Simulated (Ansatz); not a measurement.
Two isomers of CH8ClNSi2: A = `N[SiH2]C[SiH2]Cl`, B = `[SiH3]CN[SiH2]Cl`.

Calculated with Ansatz (gas phase, PBE0-D4/def2-TZVP geometries, no zero-point term in ΔE). CCSD(T)/CBS adds triple-zeta CCSD(T) − MP2 to the extrapolated MP2 energy (def2 sets, frozen cores). Functionals use def2-TZVPP. B3LYP here is the variant with VWN-RPA as its local correlation; programs differ in this. One conformer a species, not always the lowest.

Task: Which is lower in electronic energy at CCSD(T)/CBS, and by how much? (Estimate.)

Result: Computed: A, by 21.6 kcal/mol.

Task: Give E(B) − E(A) in kcal/mol with CCSD(T)/def2-TZVPP, ωB97M-V, CCSD/def2-TZVPP, r2SCAN-D4, PBE0-D4, B3LYP, MP2/def2-TZVPP. (Best estimate.)

Result: The calculation gave: CCSD(T)/def2-TZVPP 20.8, ωB97M-V 21.4, CCSD/def2-TZVPP 20.8, r2SCAN-D4 21.6, PBE0-D4 20.8, B3LYP 19.1, MP2/def2-TZVPP 22.2. None reverses the order clearly.

Largest T1 diagnostic: 0.011.

From PBE to PBE0 (25 % exact exchange), in def2-TZVPP and without D4, E(B) − E(A) moves by +1.1 kcal/mol. In def2-TZVPP, CCSD(T) changes the Hartree–Fock value by +1.3 kcal/mol (the triples alone add +0.0 kcal/mol) and MP2 by +2.6 kcal/mol.
